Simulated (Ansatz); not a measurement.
All values below come from B3LYP-D3(BJ)/def2-TZVP (Ansatz, a quantum-chemistry and plane-wave program). No frequencies were computed at this level.

Ansatz 0.2 input:
```yaml
crystal:
  periodic: [false, false, false]
  atoms:
    - { symbol: I, position_ang: [-2.090915, -1.362581, -0.028296] }
    - { symbol: Al, position_ang: [0.000143, 0.000332, -0.31408] }
    - { symbol: I, position_ang: [-0.160172, 2.459753, -0.802634] }
    - { symbol: I, position_ang: [2.250939, -1.097506, -0.114647] }
basis:
  gaussian: { orbitals: def2-tzvp }
hamiltonian:
  xc: b3lyp
  dispersion: d3bj
relax:
  max_steps: 150
```

Output:

```
Functional definition: B3LYP
1492 factors; their error is unknown
mean field evaluation 1: about -30912.3366 eV, gradient 1.2e1 eV
mean field evaluation 2: about -30912.1795 eV, gradient 1.6e1 eV
mean field evaluation 4: about -30912.8186 eV, gradient 9.6e-1 eV
mean field evaluation 8: about -30913.4914 eV, gradient 1.1e-1 eV
mean field -30913.49144049 eV, -1136.0498565208 hartree, gradient 1.2e-5 eV, S^2 0.000000; 0 other end points of the search recorded, 0 dependent functions left out
reference -30913.49167613 eV, -1136.0498651804 hartree; 44, 44 occupied and 143, 143 virtual orbitals, 1492 factors
relax step   1: F+E_penalty+E_count = -30913.88189381 eV  Δ(F+E_penalty+E_count) = +0.000e0 eV  max|allowed force component| = 5.198e-1 eV/Å  Δτ_max = 0.0000 Å  (25 SCF iters, accepted)
these checks for a lower state are left out or cut short: starts, cluster_reference, orbital_swaps, neighbouring_geometries, increment
1492 factors; their error is unknown
mean field evaluation 16: about -30912.8084 eV, gradient 7.4e0 eV
mean field -30913.49840168 eV, -1136.0501123401 hartree, gradient 1.6e-5 eV, S^2 0.000000; 0 other end points of the search recorded, 0 dependent functions left out
reference -30913.49863394 eV, -1136.0501208753 hartree; 44, 44 occupied and 143, 143 virtual orbitals, 1492 factors
relax step   2: F+E_penalty+E_count = -30913.90948794 eV  Δ(F+E_penalty+E_count) = -2.759e-2 eV  max|allowed force component| = 3.275e-1 eV/Å  Δτ_max = 0.0774 Å  (29 SCF iters, accepted)
these checks for a lower state are left out or cut short: starts, cluster_reference, orbital_swaps, neighbouring_geometries, increment
1492 factors; their error is unknown
mean field -30913.51913460 eV, -1136.0508742608 hartree, gradient 1.2e-5 eV, S^2 0.000000; 0 other end points of the search recorded, 0 dependent functions left out
reference -30913.51936808 eV, -1136.0508828410 hartree; 44, 44 occupied and 143, 143 virtual orbitals, 1492 factors
relax step   3: F+E_penalty+E_count = -30913.92274774 eV  Δ(F+E_penalty+E_count) = -1.326e-2 eV  max|allowed force component| = 8.545e-3 eV/Å  Δτ_max = 0.0279 Å  (30 SCF iters, accepted)
these checks for a lower state are left out or cut short: starts, cluster_reference, orbital_swaps, neighbouring_geometries, increment
1492 factors; their error is unknown
mean field evaluation 32: about -30913.5171 eV, gradient 9.6e-1 eV
mean field -30913.51765284 eV, -1136.0508198069 hartree, gradient 1.1e-5 eV, S^2 0.000000; 0 other end points of the search recorded, 0 dependent functions left out
reference -30913.51788632 eV, -1136.0508283872 hartree; 44, 44 occupied and 143, 143 virtual orbitals, 1492 factors
relax step   4: F+E_penalty+E_count = -30913.92125665 eV  Δ(F+E_penalty+E_count) = +1.491e-3 eV  max|allowed force component| = 6.560e-2 eV/Å  Δτ_max = 0.0248 Å  (31 SCF iters, rejected (line search))
relax step   5: F+E_penalty+E_count = -30913.92274774 eV  Δ(F+E_penalty+E_count) = +0.000e0 eV  max|allowed force component| = 8.545e-3 eV/Å  Δτ_max = 0.0000 Å  (30 SCF iters, accepted)
1492 factors; their error is unknown
mean field -30913.51913460 eV, -1136.0508742608 hartree, gradient 1.1e-5 eV, S^2 0.000000; 1 other end points of the search recorded, 0 dependent functions left out
reference -30913.51936808 eV, -1136.0508828410 hartree; 44, 44 occupied and 143, 143 virtual orbitals, 1492 factors
Total energy: -30913.92298122 eV, -1136.0657153502 hartree
Atom 0 at    -2.050456    -1.335781    -0.033654 Å, force     0.007216     0.004712    -0.000942 eV/Å
Atom 1 at    -0.000004     0.000001    -0.314854 Å, force    -0.000157     0.000094    -0.000168 eV/Å
Atom 2 at    -0.156832     2.411387    -0.792771 Å, force     0.000568    -0.008545     0.001743 eV/Å
Atom 3 at     2.207286    -1.075610    -0.118378 Å, force    -0.007627     0.003740    -0.000634 eV/Å
Dipole moment:     0.000005    -0.000014     0.000034 e Å
```

Cost: very roughly 60 core-seconds.
